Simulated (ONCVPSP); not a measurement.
nitrogen (N): one change to an ONCV potential, before and after

- Element: nitrogen
- Generator: ONCVPSP 4.0.1
- Type: optimised norm-conserving Vanderbilt (ONCV)
- Functional: PBE
- Relativity: scalar-relativistic
- Frozen core: [He]
- Valence charge: 5
- Reference configuration: 2s2 2p3
- Partial waves: 2s: rc 1.00 bohr, ncon 3, nbas 6, qcut 8.4 1/bohr, 2 projectors, debl 1.4 Ha; 2p: rc 1.55 bohr, ncon 3, nbas 7, qcut 7.3 1/bohr, 2 projectors, debl 1.8 Ha; d scattering state at 0.31 Ha: rc 1.25 bohr, ncon 4, nbas 7, qcut 7.4 1/bohr, 2 projectors, debl 1.3 Ha
- Local potential: polynomial inside 0.95 bohr (lpopt 4, dvloc0 0 Ha)
- Core correction: polynomial model core, fcfact 0.55

All-electron outer shells of the reference configuration (PBE, scalar-relativistic, ld1.x):

| shell | level (eV) | outermost node (bohr) | outermost maximum (bohr) |
| --- | --- | --- | --- |
| 1s | -384.72 | – | 0.15 |
| 2s | -18.58 | 0.32 | 1.02 |
| 2p | -7.09 | – | 0.98 |

Change: all radii but the core radius scaled by about 1.32 (s 1.32, p 2.04, d 1.64 bohr); local potential polynomial inside 1.26 bohr (lpopt 4, dvloc0 0 Ha).

Cutoffs: the cutoffs (Ha) at which the residual kinetic energy of the hardest occupied pseudo-wave falls to 1 and 0.1 mHa per electron; they do not see the model core or the augmentation charge, which bear on the density cutoff. Errors are all-electron minus pseudo energies relative to the spin-unpolarised reference configuration.

Question: Predict the effect on cutoff, ghosts and configuration errors.

Answer: The potential gets softer (27 Ha and 34 Ha → 22 Ha and 27 Ha); of the 4 tests that both files solve, the error grows in 4 and shrinks in 0 by more than 15 % and 0.3 meV (median size 129.6 → 269.7 meV); neither file shows a bound ghost. A larger radius leaves more room for a smooth pseudo-wave, so fewer plane waves are needed. More of the atom is replaced by a form fitted at one configuration, so other configurations suffer.

```tsv
quantity	base	changed
cutoff, loose	27 Ha	22 Ha
cutoff, tight	34 Ha	27 Ha
loose cutoff by channel	s 27 Ha, p 20 Ha	s 22 Ha, p 17 Ha
bound ghosts	none	none
GHOST(+) flags under 300 eV	none	none
error for 2s2 2p2, meV [ΔE 13.59 eV]	+26	+60
error for 2s2 2p1, meV [ΔE 42.44 eV]	+233	+479
error for 2s2 2p0, meV [ΔE 89.53 eV]	+955	+1815
error for 2s2 2p2.5, meV [ΔE 5.09 eV]	+3.7	+9.6
rms error of d²Exc/dni dnj with the model core, mHa	1.64	1.68
```
